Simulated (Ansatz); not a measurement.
Correlation energies of `C[SiH2]S[SiH2]F` by basis set

```xyz
12

C    -1.366   -1.233    0.702
Si   -1.058    0.086   -0.574
S     0.837   -0.211   -1.558
Si    2.035    0.866   -0.195
F     1.981    2.437   -0.477
H    -2.343   -1.088    1.171
H    -1.346   -2.224    0.243
H    -0.602   -1.202    1.482
H    -2.074    0.037   -1.654
H    -1.062    1.437    0.046
H     3.434    0.425   -0.382
H     1.564    0.670    1.196
```

Total charge 0; spin multiplicity 1. Geometry: relaxed with PBE0-D4/def2-TZVP. It is one conformer, not always the lowest. Frozen core, restricted reference, the Gaussian-basis code of Ansatz. CBS rows extrapolate triple and quadruple zeta; past MP2 they add the triple-zeta difference.

| basis | HF (Eh) | MP2 corr. |
| --- | --- | --- |
| def2-TZVPP | -1117.01149 | -0.85238 |
| def2-QZVPP | -1117.04789 | -0.92353 |

**Question.** Estimate the CCSD correlation energy and the (T) correction in each basis where they were run (hartree).

**Answer.** 
| basis | CCSD corr. | (T) |
| --- | --- | --- |
| def2-TZVPP | -0.91088 | -0.03382 |
| CBS(def2) | -1.03474 | as TZ |
